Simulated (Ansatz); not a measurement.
Calculated with Ansatz (gas phase, PBE0-D4/def2-TZVP geometries, no zero-point term in ΔE). CBS: MP2 limit from def2 TZ/QZ plus the TZ coupled-cluster correction, frozen cores. This one scheme is used for every species. Functionals use def2-TZVPP. B3LYP here is the variant with VWN-RPA as its local correlation; programs differ in this. Each species was taken in one conformer, which may not be the lowest.

`F[SiH2]N[SiH2][SiH3]` + `NCF` → `FCN[SiH2]F` + `N[SiH2][SiH3]`  (ligand exchange at the Si–N bond)

| level | ΔE (kJ/mol) | difference from CCSD(T)/CBS |
| --- | --- | --- |
| PBE0-D4 | 18.8 | 0.0 |
| ωB97X-V | 17.4 | -1.4 |
| B2PLYP | 17.4 | -1.4 |
| PBE0 | 17.3 | -1.5 |
| B3LYP | 16.4 | -2.4 |
| SCS-MP2/def2-TZVPP | 18.2 | -0.6 |
| CCSD(T)/def2-TZVPP | 18.7 | -0.1 |
| MP2/def2-QZVPP | 18.4 | -0.4 |
| HF/CBS(def2) | 17.7 | -1.1 |
| CCSD/CBS(def2) | 18.3 | -0.5 |
| CCSD(T)/CBS | 18.8 | 0 |

Largest T1 diagnostic among the species: 0.012.
